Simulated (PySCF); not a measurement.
Distorted geometries of Bi(CH3)2H3

Bi(CH3)2H3 (singlet). PySCF 2.14.0, RKS BP86, Bi def2-SVP with ECP60, C def2-SVP, H def2-SVP; non-relativistic Hamiltonian with scalar-relativistic core potentials where named; density fitting; no spin-orbit coupling. Relaxed geometry:

```xyz
12

Bi    0.0000    0.0000    0.0000
C     0.0000    0.0000    2.3487
H    -1.0549    0.0000    2.6871
H     0.5274   -0.9135    2.6871
H     0.5274    0.9135    2.6871
C     0.0000    0.0000   -2.3487
H    -1.0549    0.0000   -2.6871
H     0.5274    0.9135   -2.6871
H     0.5274   -0.9135   -2.6871
H     1.8498    0.0000    0.0000
H    -0.9249    1.6020    0.0000
H    -0.9249   -1.6020    0.0000
```

Question: Order these distorted geometries by energy above the relaxed one, lowest first.
A.
```xyz
12

Bi   -0.1064    0.0574   -0.0131
C     0.0298    0.0505    2.2794
H    -0.9103   -0.0616    2.8164
H     0.4858   -0.9392    2.5975
H     0.5692    0.8908    2.7437
C    -0.1642    0.0212   -2.2255
H    -1.1009   -0.0983   -2.8037
H     0.5365    0.8938   -2.6061
H     0.5978   -0.9155   -2.7948
H     1.9776   -0.0726    0.0855
H    -0.9591    1.6978    0.1723
H    -0.9558   -1.5243   -0.2518
```
B.
```xyz
12

Bi    0.0876   -0.1686   -0.0396
C    -0.1455    0.1312    2.4563
H    -0.9051    0.1036    2.4897
H     0.6309   -0.7996    2.8742
H     0.4800    1.1076    3.0289
C    -0.0338    0.0695   -2.4461
H    -1.0506   -0.1267   -2.8937
H     0.4003    0.9756   -2.7595
H     0.4078   -0.9737   -2.6004
H     1.7294   -0.2824   -0.1772
H    -1.0666    1.4783    0.1290
H    -0.5343   -1.5146   -0.0616
```
C.
```xyz
12

Bi   -0.0297    0.0020    0.0137
C    -0.0037   -0.0136    2.4063
H    -1.0631    0.0116    2.6721
H     0.5225   -0.9765    2.6905
H     0.5155    0.9500    2.6652
C    -0.0316   -0.0230   -2.4087
H    -1.0149   -0.0276   -2.6549
H     0.5218    0.9332   -2.7202
H     0.5616   -0.8856   -2.6272
H     1.8404   -0.0081   -0.0183
H    -0.8990    1.5969   -0.0448
H    -0.9197   -1.5592    0.0262
```

Answer: C (0.36 eV), A (1.48 eV), B (6.96 eV).

Question: Which forces (eV/Å) act in the one that lies 6.96 eV up?

Answer: 
```
Bi   -0.54   8.64   0.81
C    39.16   0.98   0.01
H   -33.74  -1.49   2.17
H    -2.84   2.04  -0.85
H    -2.17  -2.33  -2.04
C    -1.70  -3.82   1.01
H     0.17   0.73   0.55
H     1.23   1.32  -0.80
H     0.67   1.33  -0.48
H     2.41  -0.23  -0.03
H     0.33  -0.62  -0.36
H    -2.98  -6.56   0.01
```
Forces carry noise of the integration grid, about 0.01 to 0.03 eV/Å.
